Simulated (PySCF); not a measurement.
Species: 2-chlorophenol, C6H5ClO.
Numbering: `[OH:1][c:2]1[cH:3][cH:4][cH:5][cH:6][c:7]1[Cl:8]` (hydrogens: H9 on O1; H10 on C3; H11 on C4; H12 on C5; H13 on C6)

The closed-shell SCF was solved with PySCF and density fitting under several settings on one GFN2-xTB geometry (grid level 2 and gas phase unless stated).

```tsv
settings	basis functions	SCF cycles	E (Eh)	HOMO (eV)	LUMO (eV)	dipole (D)
PBE0/pcSseg-1	168	14	-766.5129	-6.81	-0.57	0.92
PBE0/def2-SVPD	210	14	-766.2295	-6.84	-0.64	1.02
```

Estimate the rows for these settings: (1) PBE/def2-SVPD; (2) CAM-B3LYP/pcSseg-1, energy threshold 1e-07 Eh.

| settings | basis functions | SCF cycles | E (Eh) | HOMO (eV) | LUMO (eV) | dipole (D) |
| --- | --- | --- | --- | --- | --- | --- |
| PBE/def2-SVPD | 210 | 16 | -766.1744 | -5.78 | -1.50 | 0.86 |
| CAM-B3LYP/pcSseg-1, energy threshold 1e-07 Eh | 168 | 9 | -766.8806 | -8.00 | 0.53 | 0.99 |

Over all rows, what range does the HOMO–LUMO gap span?

From 4.28 eV (PBE/def2-SVPD) to 8.53 eV (CAM-B3LYP/pcSseg-1, energy threshold 1e-07 Eh). The functional of the narrowest has no exact exchange, that of the widest range-separated exact exchange.

Compare two rows with the functional PBE0: PBE0/pcSseg-1 and PBE0/def2-SVPD. Which energy is lower, and by how much?

PBE0/pcSseg-1 (168 functions) lies 0.2834 Eh or 178 kcal/mol below PBE0/def2-SVPD (210 functions). The smaller set gives the lower energy; the two sets aren't nested, so the variational bound doesn't order them by size.

Cycle counts include a coarse-grid stage where the run had one.

Shape of the structure used: `[OH:1][c:2]1[cH:3][cH:4][cH:5][cH:6][c:7]1[Cl:8]`: H–O1–C2–C3 180°.

One conformer stands for the species.
